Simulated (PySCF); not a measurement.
Molecule: SMILES ClB(Cl)[SiH3]. Atoms near the plane z = 0.0 Å, at the B3LYP/def2-SVP optimised geometry (x, y, z in Å): B1 (0.2, 0.7, 0.0), Cl2 (-0.7, 2.2, 0.0), Cl3 (1.9, 0.7, 0.0), Si4 (-0.9, -1.0, 0.0), H5 (-0.1, -2.2, 0.1), H7 (-1.9, -1.0, 1.1).

Calculation: B3LYP/def2-TZVP in PySCF. Cells within 0.4 Å of a nucleus heavier than hydrogen are left out (blank, or x). The values are rescaled to run from 0 to 1.

```
|0000000000000000000000000000000|
|0000000000000111100000000000000|
|0000000000112344320000000000000|
|0000000001245676641000000000000|
|0000000023567888752000000000000|
|0000000246788899862000000000000|
|0000001367871169861000121000000|
|000000257894xx08850002454200000|
|000000257894xxx7730036776420000|
|0000002578981048620268887631000|
|0000001357887788633688998741000|
|0000000023456784247762388742000|
|000000000011351xx1881xx28752000|
|000000000001461xx1880xx18752000|
|0000000000148981037840068742000|
|0000000011248999744688898741000|
|0000001222111699832478988631000|
|0000001343025138720157877520000|
|00000123530xxx04410014665310000|
|00000023430xxx05520000222100000|
|0000001243013059972000000000000|
|0000001122112899998100000000000|
|0000000011148999999600000000000|
|0000000000159999999920000000000|
|0000000000159999999930000000000|
|0000000000048999999810000000000|
|0000000000027999998300000000000|
|0000000000003799873000000000000|
|0000000000000123200000000000000|
|0000000000000000000000000000000|
|0000000000000000000000000000000|
```
Scale: ten equal steps from 0.000 (start of '0') to 1.00 (end of '9'), in the order '0123456789'; x runs from -4.50 to 4.50, y from -4.50 (bottom) to 4.50 (top).

Problem. Which quantity is mapped?
A. electrostatic potential
B. Laplacian of the electron density
C. log10 of the electron density
D. electron localisation function

Solution. D, electron localisation function
